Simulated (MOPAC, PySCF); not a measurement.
C2H6Si, SMILES `C=[SiH]C`, neutral singlet in the gas phase. 

Cartesian coordinates (Å):
SMILES: C=[SiH]C
```xyz
9

C      1.7208    -0.1396    -0.3153
Si     0.2411     0.5905     0.0871
C     -1.3929    -0.2929     0.1675
H      2.6453     0.4252    -0.3465
H      1.8075    -1.1928    -0.5574
H      0.1744     2.0349     0.4105
H     -1.2629    -1.3463    -0.0859
H     -1.8234    -0.2264     1.1697
H     -2.1099     0.1474    -0.5297
```
Charge 0, multiplicity 1.

All levels are single points at this geometry (PBE0-D3(BJ)/def2-TZVP); Pople sets use spherical d functions. Orbital energies aren't observables, and empty levels follow the basis.

```
level                            HOMO (eV)  LUMO (eV)  gap (eV)  dipole (D)  vertical IE, Delta-SCF (eV)
-------------------------------  ---------  ---------  --------  ----------  ---------------------------
PBE-D3(BJ)/def2-TZVP in PySCF        -5.27      -1.50      3.77        1.60                            –
PBE0-D3(BJ)/def2-TZVP in PySCF       -6.23      -0.65      5.58        1.71                            –
ωB97X-D3(BJ)/def2-TZVP in PySCF      -8.50       1.37      9.87        1.83                            –
B3LYP/3-21G in PySCF                 -5.92      -0.33      5.59        1.16                            –
B3LYP/6-311+G** in PySCF             -6.07      -0.89      5.18        1.66                            –
B3LYP/6-31G* in PySCF                -5.81      -0.39      5.41        1.34                         8.21
SVWN5/6-31G* in PySCF                -5.16      -1.24      3.91        1.33                         8.52
AM1 in MOPAC                         -8.91      -0.22      8.69        0.35                            –
PM7 in MOPAC                         -9.26      -0.70      8.56        0.54                            –
```
